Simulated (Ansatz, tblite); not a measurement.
Spin states of cis-[FeF2(H2O)4]+ (FeO₄F₂H₈⁺), formally d⁵, each relaxed with PBE-D4/def2-SVP in Ansatz. Electronic energies in the gas phase.

The xTB rows come from tblite. LC-ωPBE has ω = 0.4 bohr⁻¹. HSE06 is defined as in plane-wave codes, on full-range PBE exchange. HOMO above LUMO, or a gap near zero within one spin, warns that the state may not be the lowest or that an electron is smeared out. The name describes the sextet; other states may take another shape.

Doublet geometry:

Cartesian coordinates in Å:
```
Fe 0.182 0.179 0.042
F 1.255 0.382 1.434
O -1.160 -0.298 -1.385
H -0.903 -1.110 -1.872
H -1.148 0.421 -2.054
F 0.693 1.513 -1.002
O -0.583 -1.415 1.021
H -1.506 -1.263 1.315
H -0.058 -1.510 1.846
O -1.034 1.406 0.995
H -1.050 2.243 0.477
H -0.467 1.623 1.776
O 1.556 -0.883 -0.898
H 2.257 -1.121 -0.250
H 1.966 -0.167 -1.444
```

Quartet geometry:

```xyz
15

Fe    0.036    0.314    0.237
F    -0.706    1.870    0.442
O     0.862   -1.502   -0.234
H     0.278   -2.280   -0.114
H     1.612   -1.615    0.391
F     1.477    0.489    1.251
O    -1.435   -0.215   -1.030
H    -1.117    0.129   -1.898
H    -2.280    0.254   -0.856
O     0.859    1.071   -1.719
H     1.729    0.751   -2.034
H     0.953    2.044   -1.656
O    -0.708   -0.636    2.067
H    -1.552   -0.367    2.482
H    -0.007   -0.305    2.670
```

Sextet geometry:

```csv
atom,x (Å),y (Å),z (Å)
Fe1,0.0977,-0.0119,-0.3914
F2,0.1433,-1.4953,-1.4275
O3,-0.3959,1.2893,1.2665
H4,-1.2821,1.2372,1.6780
H5,-0.2928,2.2085,0.9423
F6,0.4838,1.5581,-1.2254
O7,-0.1913,-1.4139,1.2114
H8,0.3000,-1.3513,2.0546
H9,-0.0892,-2.3307,0.8826
O10,2.2125,-0.1343,-0.0043
H11,2.6089,0.6785,-0.3856
H12,2.6193,-0.8748,-0.5015
O13,-1.9653,0.2150,-0.9828
H14,-2.2272,-0.5579,-1.5272
H15,-2.0217,0.9835,-1.5897
```

Run but left out: HF/STO-3G, HF/def2-TZVP, MP2/def2-TZVP (doublet: ⟨S²⟩ 1.75 to 2.45, where a pure state has 0.75).

Only these spin states were relaxed.

| level | quartet − doublet (kcal/mol) | sextet − doublet (kcal/mol) | lowest of these | remarks |
| --- | --- | --- | --- | --- |
| GFN1-xTB | 28.5 | 71.5 | doublet | – |
| GFN2-xTB | 31.3 | 82.3 | doublet | – |
| LDA (SPW92)/def2-TZVP | 7.7 | -1.4 | sextet | gap within one spin near zero (quartet) |
| PBE-D4/def2-TZVP | -0.7 | -13.8 | sextet | – |
| BLYP-D4/def2-TZVP | 0.3 | -11.6 | sextet | – |
| r2SCAN-D4/def2-TZVP | -1.9 | -24.3 | sextet | spin-contaminated (⟨S²⟩ 0.94) (doublet) |
| PBE0-D4/def2-TZVP | -6.6 | -31.7 | sextet | – |
| HSE06-D4/def2-TZVP | -6.9 | -32.2 | sextet | – |
| LC-ωPBE/def2-TZVP | -3.3 | -22.9 | sextet | – |

```tsv
state	donor atoms	mean metal–ligand distance (Å)	range (Å)	Mulliken spin on the metal (PBE0)
doublet	6	1.921	1.77–2.02	0.99
quartet	6	2.002	1.74–2.25	2.88
sextet	6	2.042	1.81–2.16	4.37
```

⟨S²⟩ at PBE0-D4/def2-TZVP: doublet 0.82 (pure 0.75), quartet 3.79 (pure 3.75), sextet 8.76 (pure 8.75).

Change of the sextet − doublet gap on mixing in exact exchange, in kcal/mol: PBE to PBE0 (25 % exact exchange) -17.8.

The xTB methods have no term that favours high spin, so they put low spin too low.
